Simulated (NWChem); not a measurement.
System: HSeBr; SMILES [SeH]Br

NWChem input:

```
start job
memory heap 200 mb stack 900 mb global 1100 mb
geometry units angstroms noautoz
  Se     0.032784    -1.148577     0.000000
  H     -1.433692    -1.268546     0.000000
  Br     0.018228     1.164814     0.000000
end
basis spherical
  * library def2-svp
end
dft
  xc slater vwn_5
  iterations 150
  mulliken
end
task dft energy
```

All runs use the structure optimised with PBE0-D3(BJ)/def2-TZVP.

Predict the main results of this run. (LDA (Slater exchange, VWN5)/def2-SVP.) Quantities: energy (Ha); highest occupied level (eV); orbital gap (eV); dipole (D).


```json
{
  "energy (Ha)": "-4968.74",
  "highest occupied level (eV)": "-5.67",
  "orbital gap (eV)": "2.17",
  "dipole (D)": "1.23"
}
```
